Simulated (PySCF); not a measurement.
Compound: C4H4ClF2N.
Structure used (PBE0-D3(BJ)/def2-SVP), in Å, numbered top down from 1:
```xyz
12
C4H4ClF2N angstrom
N     -0.394    2.754    0.235
C     -0.178    1.650   -0.030
C      0.133    0.253   -0.382
F      0.665    0.233   -1.649
C      1.173   -0.283    0.596
F      1.370   -1.610    0.362
C     -1.124   -0.613   -0.445
Cl    -1.979   -0.641    1.105
H      0.820   -0.135    1.628
H      2.116    0.266    0.441
H     -1.796   -0.219   -1.217
H     -0.815   -1.634   -0.703
```

Computed, not measured: PBE0-D3(BJ)/def2-SVP geometry optimisation, gas phase (PySCF 2.14.0).

Masses are those of the commonest isotopes; rigid-rotor values at the optimised geometry. The values belong to one conformer with, in the numbering `[N:1]#[C:2][C@@:3]([F:4])([CH2:5][F:6])[CH2:7][Cl:8]`, C2–C3–C5–F6 174°, C2–C3–C7–Cl8 -60°.

Problem. Give the principal moments of inertia and the rotational constants in MHz.

Solution. Ia = 287.42, Ib = 319.68, Ic = 467.56 u·Å²; 505379 MHz·u·Å²/I gives A = 1758, B = 1581, C = 1081 MHz.

Problem. What kind of rotor is it?

Solution. An asymmetric top; Ray's κ = 0.476.

Problem. What does the inertial defect say?

Solution. Not planar: Δ = Ic − Ia − Ib = -139.54 u·Å². For a rigid frame Δ = −2 Σ m c², so Σ m c² = 69.77 u·Å² lies off the ab plane: 10.11 from hydrogen and 59.66 from heavier atoms. The atom farthest from that plane is 1.85 Å away.

Problem. Give the other two planar moments, Paa and Pbb, and the rms extents of the mass along the axes.

Solution. Paa = Σ m a² = (Ib + Ic − Ia)/2 = 249.91 and Pbb = Σ m b² = (Ia + Ic − Ib)/2 = 217.65 u·Å². With the mass M = 139.00 u, the rms extents √(P/M) along a, b and c are 1.34, 1.25, 0.71 Å.

Problem. List the rotational levels J(Ka,Kc) to J = 4 (MHz).

Solution. Above 0(0,0):
J = 1: 1(0,1) 2662, 1(1,1) 2839, 1(1,0) 3339
J = 2: 2(0,2) 7623, 2(1,2) 7663, 2(1,1) 9163, 2(2,1) 9695, 2(2,0) 10057
J = 3: 3(0,3) 14709, 3(1,3) 14714, 3(1,2) 17495, 3(2,2) 17681, 3(2,1) 18943, 3(3,1) 20002, 3(3,0) 20221
J = 4: 4(0,4) 23941, 4(1,4) 23942, 4(1,3) 27968, 4(2,3) 28007, 4(2,2) 30569, 4(3,2) 31069, 4(3,1) 32042, 4(4,1) 33778, 4(4,0) 33893

Problem. Which types of transition are allowed, and where do some lines up to J = 5 fall?

Solution. The dipole components are |μa| = 0.06 D, |μb| = 1.80 D, |μc| = 0.40 D. The squared components, which scale the intensities, stand as 0.00 : 1.00 : 0.05 (a : b : c). Some lines, for components of 0.1 D or more:

| type | branch | J(Ka,Kc) | MHz | lower level (cm⁻¹) |
| --- | --- | --- | --- | --- |
| b | Q | 2(1,1) ← 2(0,2) | 1539 | 0.254 |
| b | Q | 4(4,0) ← 4(3,1) | 1850 | 1.069 |
| b | Q | 5(5,0) ← 5(4,1) | 2571 | 1.619 |
| b | Q | 5(5,1) ← 5(4,2) | 3191 | 1.596 |
| b | R | 2(0,2) ← 1(1,1) | 4784 | 0.095 |
| c | R | 2(1,1) ← 1(0,1) | 6501 | 0.089 |
| c | R | 4(1,3) ← 3(0,3) | 13260 | 0.491 |
| b | R | 4(2,2) ← 3(1,3) | 15855 | 0.491 |
| c | R | 5(3,2) ← 4(2,2) | 16281 | 1.020 |
| c | R | 5(5,1) ← 4(4,1) | 17265 | 1.127 |
| b | R | 5(5,0) ← 4(4,1) | 17318 | 1.127 |

Problem. Estimate the classical rotational partition function at 100 K, 200 K and 500 K.

Solution. Point group C1, symmetry number σ = 1; q = (√π/σ)·√((kT/h)³/(ABC)), k/h = 20836.6 MHz/K: 97300 at 100 K, 275000 at 200 K, 1090000 at 500 K.

No PBE0-D3(BJ)/def2-SVP frequencies stand behind this structure, so it isn't proved a minimum. Constants of a rigid frame at the computed geometry: no zero-point averaging, no centrifugal distortion. Quadrupole hyperfine structure (14N, 35Cl) is left out.

The run took 55 s of wall time on one thread, Arm Neoverse V1, shared host. This is the geometry optimisation.
